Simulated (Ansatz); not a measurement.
`C[Si](F)(Cl)[GeH3]` + HCl → `C[Si](Cl)(Cl)[GeH3]` + H–F at 298.15 K and 1 bar (ligand exchange at the Si–F bond).

Computed with Ansatz on PBE0-D4/def2-TZVP structures; ΔE is electronic, products minus reactants. CCSD(T)/CBS is the MP2 limit (def2-TZVPP, def2-QZVPP) plus CCSD(T) − MP2 in def2-TZVPP, frozen cores. This one scheme is used for every species. For Ge outer-core shells are correlated without core-valence functions, which leaves a few kJ/mol of doubt a bond. Scalar relativity is left out up to krypton.

| species | CCSD(T)/CBS energy (Eh) | H − E (kJ/mol) | S (J/(mol·K)) |
| --- | --- | --- | --- |
| `C[Si](F)(Cl)[GeH3]` | -2966.56047 | 197.2 | 393.5 |
| HCl | -460.38127 | 26.6 | 186.8 |
| `C[Si](Cl)(Cl)[GeH3]` | -3326.53256 | 195.3 | 404.2 |
| H–F | -100.39570 | 33.5 | 173.6 |

H − E and S are ideal-gas, rigid-rotor, harmonic terms from PBE0-D4/def2-TZVP, for one conformer and one mirror image of each species. 1 Eh = 2625.50 kJ/mol, R = 8.31446 J/(mol·K).

Question: By hand: ΔE, ΔH, ΔS and ΔG.

Answer: ΔE = (-3326.53256) + (-100.39570) − (-2966.56047) − (-460.38127) = 0.01348 Eh = 35.4 kJ/mol. Δ(H − E) = 195.3 + 33.5 − 197.2 − 26.6 = 5.0, so ΔH = 40.4 kJ/mol. ΔS = 404.2 + 173.6 − 393.5 − 186.8 = -2.5 J/(mol·K). ΔG = 40.4 − 298.15 × (-2.5)/1000 = 41.1 kJ/mol.

Question: By hand: the equilibrium constant, and the temperature at which ΔG would vanish if ΔH and ΔS stayed fixed.

Answer: log₁₀ K = −ΔG/(RT ln 10) = -7.2. ΔH and −TΔS have one sign here, so there is no such temperature. One of them is within its doubt of zero, so this could turn.

The number of gas molecules stays the same, so ΔS is small and ΔH decides. A doubt of 5 kJ/mol in ΔE shifts log₁₀ K by 0.9 here. Other conformers and mirror images would add mixing entropy, several J/(mol·K) or more a flexible species. These are equilibria of isolated gas molecules and say nothing of rates. Largest T1 diagnostic: 0.011 (customary marks: 0.02 for closed shells, 0.045 for open ones).
